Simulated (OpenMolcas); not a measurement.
## V III: effect of the basis set

```yaml
Program: OpenMolcas
Method: "MS-CASPT2, IPEA 0.25 Eh, imaginary shift 0.1 Eh (closed shells correlated: 3s 3p)"
Active_space: 3 electrons in 6 orbitals (3d 4s)
State_averaging: 2S+1 = 4 even, 20 roots; 2S+1 = 2 even, 64 roots kept (CI in the orbitals of an earlier block)
Spin-orbit_coupling: state interaction with AMFI integrals over the reference wave functions, term energies averaged over their components
```

A. ANO-R1 [5s3p3d1f], X2C, finite nucleus; CASPT2 step roughly 30 core-seconds
B. ANO-RCC-VTZP [6s5p3d2f1g], DKH2, point nucleus; CASPT2 step of the order of 40 core-seconds
C. ANO-L-VTZP [6s5p3d2f1g], non-relativistic, point nucleus; CASPT2 step of the order of 27 core-seconds
D. ANO-R2 [6s4p4d2f1g], X2C, finite nucleus; CASPT2 step about 40 core-seconds
E. ANO-RCC-VQZP [7s6p4d3f2g1h], DKH2, point nucleus; CASPT2 step about 70 core-seconds
F. ANO-R3 [7s5p5d3f2g1h], X2C, finite nucleus; CASPT2 step roughly 80 core-seconds

Energies in cm-1 above 3d3 4F 3/2, the measured ground level; measured values from Sugar and Corliss, J. Phys. Chem. Ref. Data 7, 1191 (1978).

| Level | A | B | C | D | E | F | Measured |
| --- | --- | --- | --- | --- | --- | --- | --- |
| 3d3 4F 3/2 | 0.0 | 0.0 | 0.0 | 0.0 | 0.0 | 0.0 | 0.0 |
| 3d3 4F 5/2 | 163 | 162 | 169 | 159 | 162 | 164 | 146 |
| 3d3 4F 7/2 | 386 | 385 | 400 | 376 | 383 | 388 | 342 |
| 3d3 4F 9/2 | 664 | 663 | 689 | 647 | 660 | 668 | 584 |
| 3d3 4P 1/2 | 11990 | 11800 | 11760 | 11640 | 11820 | 11600 | 11514 |
| 3d3 4P 3/2 | 12070 | 11870 | 11840 | 11710 | 11890 | 11670 | 11592 |
| 3d3 4P 5/2 | 12250 | 12060 | 12030 | 11890 | 12080 | 11860 | 11770 |
| 3d3 2G 7/2 | 12740 | 12160 | 12170 | 11960 | 11860 | 11610 | 11966 |
| 3d3 2G 9/2 | 12990 | 12400 | 12430 | 12200 | 12110 | 11860 | 12187 |
| 3d3 2P 3/2 [73 %] | 16190 | 15620 | 15690 | 15390 | 15350 | 15110 | 15550 |
| 3d3 2P 1/2 | 16210 | 15580 | 15660 | 15360 | 15320 | 15080 | 15580 |
| 3d3 2D 3/2(1) [74 %] | 17070 | 16640 | 16740 | 16380 | 16330 | 16080 | 16330 |
| 3d3 2D 5/2(1) | 17140 | 16770 | 16870 | 16500 | 16450 | 16190 | 16375 |
| 3d3 2H 9/2 | 18100 | 17320 | 17340 | 17040 | 16870 | 16580 | 16811 |
| 3d3 2H 11/2 | 18290 | 17510 | 17540 | 17220 | 17060 | 16770 | 16978 |
| 3d3 2F 7/2 | 29120 | 28120 | 28280 | 27850 | 27690 | 27450 | 27728 |
| 3d3 2F 5/2 | 29230 | 28220 | 28380 | 27950 | 27790 | 27560 | 27847 |
| 3d2 4s 4F 3/2 | 42510 | 46430 | 43450 | 43480 | 44160 | 43480 | 43942 |
| 3d2 4s 4F 5/2 | 42670 | 46590 | 43610 | 43640 | 44320 | 43640 | 44110 |
| 3d2 4s 4F 7/2 | 42890 | 46810 | 43840 | 43850 | 44540 | 43860 | 44346 |
| 3d2 4s 4F 9/2 | 43180 | 47100 | 44140 | 44130 | 44830 | 44150 | 44647 |
| 3d3 2D 5/2(2) | 44240 | 43400 | 43720 | 42860 | 42600 | 42360 | 42267 |
| 3d3 2D 3/2(2) | 44380 | 43540 | 43860 | 43000 | 42740 | 42500 | 42371 |
| 3d2 4s 2F 5/2 | 48440 | 51320 | 48810 | 48730 | 49450 | 48630 | 49328 |

Deviations, from unrounded energies. A percentage is the sum of absolute deviations over the sum of measured energies, with the sign that they share, or ± where signs differ.

```tsv
Against measurement	Levels	A	B	C	D	E	F
mean absolute deviation (cm-1)	23	960	790	440	240	160	270
fine structure of the ground term (%)	3	+13.2	+13.0	+17.5	+10.3	+12.6	+13.9
other terms of the ground configuration (%)	15	+5.1	±2.1	+2.5	±1.0	±0.9	±1.2
other configurations (%)	5	-2.9	+5.3	-1.1	-1.1	+0.4	-1.2
```

E lies closest to measurement on these levels and A furthest from it. The largest miss of E in the table is 3d3 2D 3/2(2), by +370 cm-1. The ranking rests on the paired levels alone, and a cruder setting can come out closer through cancelling errors.

The two smallest mean deviations differ by little beside CASPT2's spread within terms, so their order carries little weight.

Among A to F the level of the table that moves most is 3d2 4s 4F 3/2, by 3900 cm-1 (lowest in A, highest in B). Moves below CASPT2's spread within the term are not significant.

Term energies are means over components that CASPT2 splits; among the terms shown or strongly mixed into the levels shown the widest spread is 1900 cm-1 (3d2 4s 2F, E). Terms from blocks run as CI alone lack orbitals of their own. A single d shell beside an s shell can misplace configurations of different d count against each other. The CASPT2 spread within a term exceeds the gap to the next term for 3d3 4P and 3d3 2G, so the order of their levels is uncertain (figures for B; the like holds for C, D, E, F). Some levels mix across a computed gap that differs much from the measured one, so their mixing is not that of the real levels (holds for B; C). Measured partners are found by configuration, term and J. A level has none where our copy of the source lacks it or the pairing is in doubt (some pairs that miss far off the trend of their configuration count as doubtful), and it then counts in no deviation. Only configurations of the active space appear. The table leaves out levels that lie high or whose names do not pair safely across all columns.

A share in square brackets marks a mixed level and gives the weight of the term that names it, the lowest over the columns. A number in round brackets counts repeated terms of one configuration in the order of the reference energies.
